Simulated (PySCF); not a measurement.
## Radial density of Tb²⁺ (terbium, charge +2)

revPBE, [Xe] 4f8 6s1, high-spin 8F determinant (an excited configuration). Computed with PySCF 2.14 in x2c-TZVPPall with one added diffuse shell each of s, p, d, f type (12s8p8d5f2g, 129 functions), with the spin-free X2C one-electron Hamiltonian (Gaussian nucleus).

```json
{"r (bohr)": "0.0256", "4πr²ρ (e/bohr)": "76.74", "4πr²(ρα − ρβ)": "0.0030"}
{"r (bohr)": "0.0431", "4πr²ρ (e/bohr)": "93.06", "4πr²(ρα − ρβ)": "0.0102"}
{"r (bohr)": "0.0725", "4πr²ρ (e/bohr)": "114.1", "4πr²(ρα − ρβ)": "0.0084"}
{"r (bohr)": "0.122", "4πr²ρ (e/bohr)": "86.39", "4πr²(ρα − ρβ)": "0.1020"}
{"r (bohr)": "0.205", "4πr²ρ (e/bohr)": "99.44", "4πr²(ρα − ρβ)": "1.1369"}
{"r (bohr)": "0.345", "4πr²ρ (e/bohr)": "43.94", "4πr²(ρα − ρβ)": "4.8577"}
{"r (bohr)": "0.580", "4πr²ρ (e/bohr)": "48.84", "4πr²(ρα − ρβ)": "7.5288"}
{"r (bohr)": "0.976", "4πr²ρ (e/bohr)": "16.40", "4πr²(ρα − ρβ)": "4.1523"}
{"r (bohr)": "1.64", "4πr²ρ (e/bohr)": "6.590", "4πr²(ρα − ρβ)": "0.7805"}
{"r (bohr)": "2.76", "4πr²ρ (e/bohr)": "0.8541", "4πr²(ρα − ρβ)": "0.3867"}
{"r (bohr)": "4.65", "4πr²ρ (e/bohr)": "0.1681", "4πr²(ρα − ρβ)": "0.1664"}
{"r (bohr)": "7.81", "4πr²ρ (e/bohr)": "0.0001941", "4πr²(ρα − ρβ)": "0.0002"}
{"r (bohr)": "13.1", "4πr²ρ (e/bohr)": "0.0001583", "4πr²(ρα − ρβ)": "0.0002"}
```

Densities and radii are taken from the X2C orbitals without a picture-change correction, which distorts them close to the nucleus.

Spin-orbit coupling, absent here, splits the open shell strongly.
